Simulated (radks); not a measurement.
The numbers below are computed, except where a source is named.
Neutral gold, configuration [Xe] 4f13.5 5d9.5 6s1.5 6p0.5 (fractional occupations, a model configuration).

Level of theory: Dirac Kohn-Sham, LDA (Slater exchange, Perdew-Wang correlation), spin-unpolarised, spherical densities, point nucleus; open shells are shared between the two j in proportion to 2j + 1 (a radial shooting solver on a logarithmic mesh with Libxc functionals).

Energy parts (hartree):
| part | energy |
|---|---|
| total | -19035.9446 |
| kinetic | 21873.2303 |
| electron-nucleus | -47941.5152 |
| Hartree | 7386.6028 |
| exchange-correlation | -354.2625 |

Orbitals (lengths in bohr, moments of r in powers of bohr):
\begin{tabular}{lrrrr}
orbital & occ. & eigenvalue (hartree) & <r^4> & small-component weight \\ \hline
1s1/2 & 2 & -2962.062 & 4.254e-07 & 9.00e-02 \\
2s1/2 & 2 & -522.5832 & 0.00006196 & 2.06e-02 \\
2p1/2 & 2 & -501.2273 & 0.00003682 & 2.07e-02 \\
2p3/2 & 4 & -433.8353 & 0.00005704 & 1.84e-02 \\
3s1/2 & 2 & -123.6542 & 0.002256 & 6.88e-03 \\
3p1/2 & 2 & -114.0444 & 0.001967 & 6.83e-03 \\
3p3/2 & 4 & -99.17689 & 0.002715 & 6.16e-03 \\
3d3/2 & 4 & -83.18862 & 0.001801 & 6.05e-03 \\
3d5/2 & 6 & -79.99175 & 0.001984 & 5.87e-03 \\
4s1/2 & 2 & -27.10793 & 0.05053 & 2.34e-03 \\
4p1/2 & 2 & -23.01177 & 0.05386 & 2.25e-03 \\
4p3/2 & 4 & -19.42455 & 0.07376 & 1.99e-03 \\
4d3/2 & 4 & -12.71430 & 0.08776 & 1.79e-03 \\
4d5/2 & 6 & -12.04464 & 0.09651 & 1.72e-03 \\
5s1/2 & 2 & -4.20722 & 1.311 & 6.02e-04 \\
4f5/2 & 5.78571 & -3.42733 & 0.1718 & 1.36e-03 \\
4f7/2 & 7.71429 & -3.28485 & 0.1818 & 1.33e-03 \\
5p1/2 & 2 & -2.85991 & 1.864 & 5.18e-04 \\
5p3/2 & 4 & -2.22909 & 2.746 & 4.37e-04 \\
5d3/2 & 3.8 & -0.43358 & 13.38 & 2.42e-04 \\
5d5/2 & 5.7 & -0.37036 & 16.58 & 2.22e-04 \\
6s1/2 & 1.5 & -0.28537 & 114.1 & 6.91e-05 \\
6p1/2 & 0.166667 & -0.08751 & 566.8 & 3.23e-05 \\
6p3/2 & 0.333333 & -0.05988 & 1105 & 2.25e-05 \\
\end{tabular}

The highest occupied level is 6p3/2 at -1.630 eV. The density falls to 0.001 e/bohr^3 at r = 4.47 bohr.
